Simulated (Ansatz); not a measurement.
GeH6O2Si, SMILES `[OH][GeH2][O][SiH3]`, relaxed with RKS PBE-D4/def2-SVP in the Gaussian-basis code of Ansatz from a rough embedded geometry. The force threshold is 0.03 eV/Å; the program also tests the step.

Charge 0, multiplicity 1.

Start:

```xyz
10

O     1.335    2.273    0.287
Ge    0.265    0.975   -0.145
O     0.792   -0.473    0.756
Si   -0.434   -1.714    0.315
H     1.032    3.094   -0.258
H     0.319    0.719   -1.681
H    -1.211    1.369    0.254
H    -0.064   -2.949    1.003
H    -0.303   -1.965   -1.192
H    -1.730   -1.328    0.662
```

| step | energy (eV) | largest force (eV/Å) | largest move (Å) |
| --- | --- | --- | --- |
| 1 | -68558.6747 | 3.669 | 0.000 |
| 2 | -68559.0994 | 1.910 | 0.187 |
| 3 | -68559.2907 | 0.301 | 0.200 |
| 4 | -68559.3144 | 0.131 | 0.082 |
| 5 | -68559.3264 | 0.157 | 0.079 |
| 6 (rejected) | -68559.3239 | 0.435 | 0.068 |
| 7 | -68559.3318 | 0.041 | 0.033 |
| 8 | -68559.3388 | 0.174 | 0.100 |
| 9 (rejected) | -68559.3153 | 1.343 | 0.148 |
| 10 | -68559.3481 | 0.195 | 0.074 |
| 11 | -68559.3540 | 0.582 | 0.073 |
| 12 | -68559.3799 | 0.271 | 0.113 |
| 13 | -68559.4102 | 0.258 | 0.169 |
| 14 | -68559.4396 | 0.200 | 0.200 |
| 15 | -68559.4585 | 0.194 | 0.200 |
| 16 | -68559.4585 | 0.913 | 0.191 |
| 17 | -68559.4805 | 0.166 | 0.200 |
| 18 (rejected) | -68559.4763 | 0.466 | 0.054 |
| 19 | -68559.4837 | 0.034 | 0.026 |
| 20 | -68559.4880 | 0.024 | 0.100 |
| 21 | -68559.4905 | 0.117 | 0.147 |
| 22 | -68559.4922 | 0.061 | 0.023 |
| 23 | -68559.4934 | 0.016 | 0.047 |
| 24 | -68559.4939 | 0.032 | 0.058 |
| 25 | -68559.4942 | 0.033 | 0.053 |
| 26 | -68559.4944 | 0.021 | 0.022 |
| 27 | -68559.4945 | 0.013 | 0.032 |

End:

```xyz
10

O     0.848    1.850    0.812
Ge   -0.120    1.324   -0.603
O     0.038   -0.456   -0.795
Si   -0.278   -1.706    0.281
H     1.800    1.698    0.665
H     0.412    1.898   -1.939
H    -1.570    1.696   -0.219
H     0.858   -1.895    1.252
H    -0.448   -2.965   -0.521
H    -1.539   -1.443    1.067
```

Hardware: 4 threads of an Arm Neoverse V1 on a shared host. Wall time 30 s, peak host memory 0.15 GiB.
